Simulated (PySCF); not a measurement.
**Zr: electron affinity**

Zr⁻ [Kr] 4d3 5s2 (4F) → Zr [Kr] 4d2 5s2 (3F), as a difference of total energies. Calculation: PySCF 2.14, in aug-cc-pVTZ-DK (9s8p6d3f2g, 102 functions); the spin-free X2C one-electron Hamiltonian (Gaussian nucleus). Correlated levels: valence: [Kr] frozen. The calculations carry no spin-orbit coupling.

Order these methods by the electron affinity they give, lowest first.
A. SCS-MP2 (valence)
B. UHF
C. CCSD(T) (valence)
D. CCSD (valence)

A (-0.548 eV), B (-0.209 eV), D (0.183 eV), C (0.276 eV).

A first-order spin-orbit estimate (lowest level to lowest level, LS coupling) adds -0.018 eV.

Errors of the correlated levels include the incompleteness of this basis and the frozen core.

A negative affinity means that the anion lies above the atom at that level of theory.

The coupled-cluster amplitudes are large for Zr⁻ and of Zr (T1 above 0.03 or a double amplitude above 0.15), so a single reference is strained.

For comparison: 0.433 eV (measured; photodetachment measurements, as compiled on the Wikipedia data page of electron affinities).
